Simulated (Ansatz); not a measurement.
Ni₂O (the lowest singlet isomer of a short search), 3 atoms. Hardware: 4 threads of Arm Neoverse V2 on a shared host.

Correlated methods freeze 11 core orbitals; core or outer-core shells of Ni are correlated, in sets that lack core-valence functions.

**Question.** How many basis functions does each of these Ansatz runs have, and roughly what does it cost? PBE-D4/def2-TZVPD, charge 0 singlet, energy, from earlier orbitals; B3LYP-D4/def2-TZVP, charge 0 triplet, relaxation, 5 steps; LC-ωPBE (ω = 0.20 bohr⁻¹)/def2-TZVP, charge 1 doublet at the geometry of the charge 0 singlet, energy, from earlier orbitals; BHLYP-D4/def2-TZVP, charge 0 quintet, energy, from earlier orbitals; PBE-D4/def2-TZVP, charge 0 triplet, energy, from earlier orbitals; B3LYP-D4/def2-TZVP, charge 1 doublet, relaxation, 9 steps; r2SCAN-D4/def2-TZVP, charge 1 doublet at the geometry of the charge 0 singlet, energy, from earlier orbitals; PBE0-D4/def2-TZVP, charge 0 singlet, energy and forces, from earlier orbitals; B2PLYP/def2-TZVP, charge 0 triplet, energy, from earlier orbitals; LC-ωPBE (ω = 0.30 bohr⁻¹)/def2-TZVP, charge 0 quintet, energy, from earlier orbitals; PBE0-D4/def2-TZVP, charge 1 doublet, energy, from earlier orbitals; MP2/def2-TZVP, charge 0 singlet, energy, from earlier orbitals.

**Answer.** Other jobs shared the machine, so times can vary by a factor of up to 3. A dash marks memory too small to be measured apart from the calling script's.

```json
{"run": "PBE-D4/def2-TZVPD, charge 0 singlet, energy, from earlier orbitals", "functions": "136", "fitting or Cholesky vectors": "1108", "wall time": "1.2 s", "peak host memory (GiB)": "–"}
{"run": "PBE-D4/def2-TZVP, charge 0 triplet, energy, from earlier orbitals", "functions": "121", "fitting or Cholesky vectors": "1045", "wall time": "2.1 s", "peak host memory (GiB)": "–"}
{"run": "PBE0-D4/def2-TZVP, charge 0 singlet, energy and forces, from earlier orbitals", "functions": "121", "fitting or Cholesky vectors": "1080", "wall time": "2.7 s", "peak host memory (GiB)": "–"}
{"run": "LC-ωPBE (ω = 0.30 bohr⁻¹)/def2-TZVP, charge 0 quintet, energy, from earlier orbitals", "functions": "121", "fitting or Cholesky vectors": "1045", "wall time": "7.5 s", "peak host memory (GiB)": "–"}
{"run": "MP2/def2-TZVP, charge 0 singlet, energy, from earlier orbitals", "functions": "121", "fitting or Cholesky vectors": "1080", "wall time": "9 s", "peak host memory (GiB)": "–"}
{"run": "r2SCAN-D4/def2-TZVP, charge 1 doublet at the geometry of the charge 0 singlet, energy, from earlier orbitals", "functions": "121", "fitting or Cholesky vectors": "1045", "wall time": "11 s", "peak host memory (GiB)": "–"}
{"run": "BHLYP-D4/def2-TZVP, charge 0 quintet, energy, from earlier orbitals", "functions": "121", "fitting or Cholesky vectors": "1080", "wall time": "12 s", "peak host memory (GiB)": "–"}
{"run": "B3LYP-D4/def2-TZVP, charge 0 triplet, relaxation, 5 steps", "functions": "121", "fitting or Cholesky vectors": "1180", "wall time": "14 s", "peak host memory (GiB)": "–"}
{"run": "LC-ωPBE (ω = 0.20 bohr⁻¹)/def2-TZVP, charge 1 doublet at the geometry of the charge 0 singlet, energy, from earlier orbitals", "functions": "121", "fitting or Cholesky vectors": "1045", "wall time": "14 s", "peak host memory (GiB)": "–"}
{"run": "PBE0-D4/def2-TZVP, charge 1 doublet, energy, from earlier orbitals", "functions": "121", "fitting or Cholesky vectors": "1080", "wall time": "21 s", "peak host memory (GiB)": "–"}
{"run": "B3LYP-D4/def2-TZVP, charge 1 doublet, relaxation, 9 steps", "functions": "121", "fitting or Cholesky vectors": "1180", "wall time": "25 s", "peak host memory (GiB)": "–"}
{"run": "B2PLYP/def2-TZVP, charge 0 triplet, energy, from earlier orbitals", "functions": "121", "fitting or Cholesky vectors": "1080", "wall time": "47 s", "peak host memory (GiB)": "–"}
```
